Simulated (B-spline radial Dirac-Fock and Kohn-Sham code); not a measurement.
## Tc²⁵⁺: eigenvalues, ΔSCF and the reference

System: Tc²⁵⁺, [Ne] 3s2 3p6.

The density-functional columns are spherical, spin-unpolarised Dirac-Kohn-Sham results without Breit or QED terms: −ε is minus the orbital energy of the initial state and ΔSCF the difference of two total energies. The reference in the last column comes from ΔSCF Dirac-Fock with Breit, self-energy and vacuum polarisation, finite nucleus, configuration average. All numbers are from an atomic code on a B-spline grid, in eV; a selection of levels is shown. The Kohn-Sham columns are given as differences from the reference. For the 1s level of heavy atoms much of the gap between ΔSCF and the reference is the Breit and QED part, -59.6 eV here; for other levels the error of the functional can be larger.

```
     level  LDA −ε − DF  LDA ΔSCF − DF  Dirac-Fock
    K (1s)       -256.9          +51.7     22198.7
   L1 (2s)       -108.1          -35.7      4178.0
L2 (2p1/2)        -83.3           +2.1      3931.4
L3 (2p3/2)        -84.4           -1.9      3812.9
   M1 (3s)        -45.1          -14.7      1476.5
M2 (3p1/2)        -28.1           +3.5      1380.0
M3 (3p3/2)        -28.5           +2.5      1353.7
```

For the outermost level NIST gives 1354 ± 4 eV (semi-empirical); the differences from it are LDA −ε -28.77, LDA ΔSCF +2.23, Dirac-Fock -0.27 eV.

Values without a named source are computed, but for edge energies of neutral atoms, which are taken from tables.
